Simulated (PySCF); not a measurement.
PySCF input for ClH3OSiZn, SMILES [SiH3][O][Zn][Cl], TDA-PBE0/def2-SVPD. Geometry optimised at B3LYP-D3(BJ)/def2-SVP. The structure was generated by enumeration; whether it is a known compound was not checked. One conformer was computed; it need not be the lowest.

```python
import numpy as np
from pyscf import gto, scf, dft, tdscf

mol = gto.M(
    atom='''
    Zn    0.13009419   -0.47748685    0.00000000
    Cl   -0.20098914   -2.55273951   -0.00000000
    O     0.50773132    1.24703989   -0.00000000
    Si   -0.22645926    2.72371404   -0.00000000
    H    -1.09437409    2.90910629    1.20654736
    H     0.81131709    3.79464879   -0.00000001
    H    -1.09437412    2.90910628   -1.20654735
    ''',
    basis='def2-SVPD',
    charge=0,
    spin=0,
    symmetry=True,
    max_memory=1600,
    verbose=4,
)
mf = dft.RKS(mol, xc='pbe0').density_fit(auxbasis='def2-universal-jkfit')
mf.grids.level = 3
mf.conv_tol = 1e-9
mf.max_cycle = 100
mf.kernel()
mf.grids = dft.Grids(mol).set(level=1).build(with_non0tab=True)  # coarser grid for the response kernel
td = tdscf.TDA(mf)
td.singlet = True
td.nstates = 10
td.conv_tol = 1e-4
td.positive_eig_threshold = 1e-6
td.kernel(x0=td.get_init_guess(mf, 15))
td.analyze()
tt = tdscf.TDA(mf)
tt.singlet = False
tt.nstates = 4
tt.conv_tol = 1e-4
tt.positive_eig_threshold = 1e-6
tt.kernel(x0=tt.get_init_guess(mf, 9))
tt.analyze(verbose=3)
```

Program output:

```
PySCF version 2.14.0

[INPUT] verbose = 4
[INPUT] num. atoms = 7
[INPUT] num. electrons = 72
[INPUT] charge = 0
[INPUT] spin (= nelec alpha-beta = 2S) = 0
[INPUT] symmetry True subgroup None
[INPUT] Mole.unit = angstrom
[INPUT] Symbol           X                Y                Z      unit          X                Y                Z       unit  Magmom
[INPUT]  1 Zn     0.130094190000  -0.477486850000   0.000000000000 AA    0.245842389497  -0.902319374581   0.000000000000 Bohr   0.0
[INPUT]  2 Cl    -0.200989140000  -2.552739510000   0.000000000000 AA   -0.379814428612  -4.823978541256   0.000000000000 Bohr   0.0
[INPUT]  3 O      0.507731320000   1.247039890000   0.000000000000 AA    0.959473139664   2.356563858508   0.000000000000 Bohr   0.0
[INPUT]  4 Si    -0.226459260000   2.723714040000   0.000000000000 AA   -0.427945979772   5.147073577233   0.000000000000 Bohr   0.0
[INPUT]  5 H     -1.094374090000   2.909106290000   1.206547360000 AA   -2.068067307920   5.497414155350   2.280044066717 Bohr   0.0
[INPUT]  6 H      0.811317090000   3.794648790000  -0.000000010000 AA    1.533167100279   7.170846952012  -0.000000018897 Bohr   0.0
[INPUT]  7 H     -1.094374120000   2.909106280000  -1.206547350000 AA   -2.068067364612   5.497414136452  -2.280044047820 Bohr   0.0

nuclear repulsion = 384.814310816322
point group symmetry = Cs
symmetry origin: [ 3.14954356e-09 -3.41200536e-09  6.16790569e-18]
symmetry axis x: [1.00000000e+00 5.36640375e-10 4.16329707e-09]
symmetry axis y: [ 5.36640375e-10 -1.00000000e+00 -1.22364307e-11]
symmetry axis z: [-4.16329707e-09 -1.22364423e-11  1.00000000e+00]
num. orbitals of irrep A' = 89
num. orbitals of irrep A" = 43
number of shells = 54
number of NR pGTOs = 226
number of NR cGTOs = 132
basis = def2-SVPD
ecp = {}


******** <class 'pyscf.df.df_jk.DFSymAdaptedRKS'> ********
method = DFSymAdaptedRKS
initial guess = minao
damping factor = 0
level_shift factor = 0
DIIS = <class 'pyscf.scf.diis.CDIIS'>
diis_start_cycle = 1
diis_space = 8
diis_damp = 0
SCF conv_tol = 1e-09
SCF conv_tol_grad = None
SCF max_cycles = 100
direct_scf = False
XC library pyscf.dft.libxc version 7.1.2
    S. Lehtola, C. Steigemann, M. J. T. Oliveira, and M. A. L. Marques,  SoftwareX 7, 1–5 (2018)
XC functionals = pbe0
    C. Adamo and V. Barone,  J. Chem. Phys. 110, 6158 (1999)
    M. Ernzerhof and G. E. Scuseria,  J. Chem. Phys. 110, 5029 (1999)
radial grids:
    Treutler-Ahlrichs [JCP 102, 346 (1995); DOI:10.1063/1.469408] (M4) radial grids

becke partition: Becke, JCP 88, 2547 (1988); DOI:10.1063/1.454033
pruning grids: <function nwchem_prune>
grids dens level: 3
symmetrized grids: True
atomic radii adjust function: <function treutler_atomic_radii_adjust>
small_rho_cutoff = 0
Freeze 0 electrons in irreps []
    72 free electrons in irreps A' A"
Set gradient conv threshold to 3.16228e-05
Initial guess from minao.
tot grids = 102208
******** <class 'pyscf.df.df.DF'> ********
auxbasis = def2-universal-jkfit
init E= -2604.75263978678
HOMO (A") = -0.353564934873112  LUMO (A') = -0.102264255225566  gap/eV = 6.83824
cycle= 1 E= -2604.91886863732  delta_E= -0.166  |g|= 0.961  |ddm|= 3.17
HOMO (A") = -0.171637624649469  LUMO (A') = -0.0538652587961455  gap/eV = 3.20475
cycle= 2 E= -2604.29853425201  delta_E= 0.62  |g|= 1.99  |ddm|=  2.9
HOMO (A") = -0.317993256805297  LUMO (A') = -0.0745600570986547  gap/eV = 6.62415
cycle= 3 E= -2605.07622729142  delta_E= -0.778  |g|= 0.25  |ddm|= 2.01
HOMO (A") = -0.309618875367008  LUMO (A') = -0.0629685683856174  gap/eV = 6.71170
cycle= 4 E= -2605.08798614398  delta_E= -0.0118  |g|= 0.106  |ddm|= 0.382
HOMO (A") = -0.312133968160864  LUMO (A') = -0.0648556217048553  gap/eV = 6.72879
cycle= 5 E= -2605.08963357002  delta_E= -0.00165  |g|= 0.0181  |ddm|= 0.0999
HOMO (A") = -0.313216720069931  LUMO (A') = -0.0644118959880347  gap/eV = 6.77032
cycle= 6 E= -2605.08971930532  delta_E= -8.57e-05  |g|= 0.00382  |ddm|= 0.026
HOMO (A") = -0.313526941152499  LUMO (A') = -0.0645449765786141  gap/eV = 6.77514
cycle= 7 E= -2605.08972213715  delta_E= -2.83e-06  |g|= 0.000899  |ddm|= 0.00538
HOMO (A") = -0.313548478218092  LUMO (A') = -0.0645511984056748  gap/eV = 6.77556
cycle= 8 E= -2605.08972237863  delta_E= -2.41e-07  |g|= 0.000152  |ddm|= 0.00162
HOMO (A") = -0.313555051120805  LUMO (A') = -0.0645379601259632  gap/eV = 6.77610
cycle= 9 E= -2605.0897223847  delta_E= -6.07e-09  |g|= 3.28e-05  |ddm|= 0.000243
HOMO (A") = -0.313552079469367  LUMO (A') = -0.0645397120239588  gap/eV = 6.77597
cycle= 10 E= -2605.08972238495  delta_E= -2.55e-10  |g|= 6.64e-06  |ddm|= 5.42e-05
HOMO (A") = -0.313550575926118  LUMO (A') = -0.0645390004749  gap/eV = 6.77595
Extra cycle  E= -2605.08972238494  delta_E= 1.36e-11  |g|= 9.36e-06  |ddm|= 1.87e-05
converged SCF energy = -2605.08972238494
tot grids = 32768
Overwritten attributes  positive_eig_threshold  of <class 'pyscf.tdscf.rks.TDA'>


******** <class 'pyscf.tdscf.rks.TDA'> for <class 'pyscf.df.df_jk.DFSymAdaptedRKS'> ********
nstates = 10 singlet
deg_eia_thresh = 1.000e-03
wfnsym = None
conv_tol = 0.0001
eigh lindep = 1e-12
eigh level_shift = 0
eigh max_cycle = 100


Excitation energies (eV)
[5.43536214 5.70111541 6.2335589  6.23626044 7.00049977 7.14839562
 7.27114095 7.38166603 7.57471149 7.67699221]

** Singlet excitation energies and oscillator strengths **
Excited State   1:   A"      5.43536 eV    228.11 nm  f=0.0019
      36 -> 37       -0.69501
Excited State   2:   A'      5.70112 eV    217.47 nm  f=0.0191
      34 -> 37       -0.12759
      35 -> 37        0.68301
Excited State   3:   A"      6.23356 eV    198.90 nm  f=0.0289
      33 -> 37       -0.69762
Excited State   4:   A'      6.23626 eV    198.81 nm  f=0.0296
      34 -> 37        0.68972
      35 -> 37        0.12241
Excited State   5:   A"      7.00050 eV    177.11 nm  f=0.0042
      36 -> 38        0.69568
Excited State   6:   A'      7.14840 eV    173.44 nm  f=0.0152
      35 -> 38        0.37259
      36 -> 39       -0.58490
Excited State   7:   A"      7.27114 eV    170.52 nm  f=0.0002
      35 -> 39        0.68905
Excited State   8:   A'      7.38167 eV    167.96 nm  f=0.0222
      30 -> 37       -0.15003
      31 -> 37       -0.21667
      35 -> 38       -0.54445
      36 -> 39       -0.32708
Excited State   9:   A"      7.57471 eV    163.68 nm  f=0.0183
      32 -> 37        0.64124
      36 -> 40       -0.23684
Excited State  10:   A'      7.67699 eV    161.50 nm  f=0.0223
      30 -> 37       -0.26491
      31 -> 37        0.58204
      34 -> 38        0.17857
      35 -> 38       -0.10871
      35 -> 40       -0.14170

** Transition electric dipole moments (AU) **
state          X           Y           Z        Dip. S.      Osc.
  1         0.0000     -0.0000     -0.1184      0.0140      0.0019
  2         0.0970      0.3569     -0.0000      0.1368      0.0191
  3         0.0000     -0.0000     -0.4353      0.1895      0.0289
  4         0.4354      0.0669     -0.0000      0.1941      0.0296
  5         0.0000     -0.0000      0.1566      0.0245      0.0042
  6        -0.0780      0.2838     -0.0000      0.0866      0.0152
  7         0.0000     -0.0000      0.0372      0.0014      0.0002
  8        -0.2775      0.2144     -0.0000      0.1230      0.0222
  9         0.0000     -0.0000      0.3143      0.0988      0.0183
 10         0.3054     -0.1592     -0.0000      0.1186      0.0223

** Transition velocity dipole moments (imaginary part, AU) **
state          X           Y           Z        Dip. S.      Osc.
  1         0.0000      0.0000     -0.0105      0.0001      0.0004
  2        -0.0002      0.0618      0.0000      0.0038      0.0121
  3         0.0000      0.0000     -0.0861      0.0074      0.0216
  4         0.0832      0.0154      0.0000      0.0072      0.0208
  5        -0.0000      0.0000      0.0429      0.0018      0.0048
  6        -0.0083      0.0602     -0.0000      0.0037      0.0094
  7        -0.0000      0.0000      0.0272      0.0007      0.0018
  8        -0.0915      0.0430      0.0000      0.0102      0.0251
  9         0.0000      0.0000      0.0575      0.0033      0.0079
 10         0.0505     -0.0543     -0.0000      0.0055      0.0130

** Transition magnetic dipole moments (imaginary part, AU) **
state          X           Y           Z
  1        -0.1893     -0.2097      0.0000
  2        -0.0000     -0.0000     -0.3011
  3        -0.7010     -0.0508      0.0000
  4        -0.0000     -0.0000     -0.7902
  5        -0.3944      0.1416     -0.0000
  6         0.0000      0.0000     -0.1920
  7        -0.2304      0.0295     -0.0000
  8        -0.0000      0.0000     -1.0348
  9        -0.8668     -0.2914      0.0000
 10         0.0000     -0.0000      0.6012


******** <class 'pyscf.tdscf.rks.TDA'> for <class 'pyscf.df.df_jk.DFSymAdaptedRKS'> ********
nstates = 4 triplet
deg_eia_thresh = 1.000e-03
wfnsym = None
conv_tol = 0.0001
eigh lindep = 1e-12
eigh level_shift = 0
eigh max_cycle = 100


Excitation energies (eV)
[5.1489386  5.31330193 5.85365128 5.86393376]

** Triplet excitation energies and oscillator strengths **
Excited State   1:   A"      5.14894 eV    240.80 nm  f=0.0000
Excited State   2:   A'      5.31330 eV    233.35 nm  f=0.0000
Excited State   3:   A'      5.85365 eV    211.81 nm  f=0.0000
Excited State   4:   A"      5.86393 eV    211.44 nm  f=0.0000
```

Self-consistency was reached.
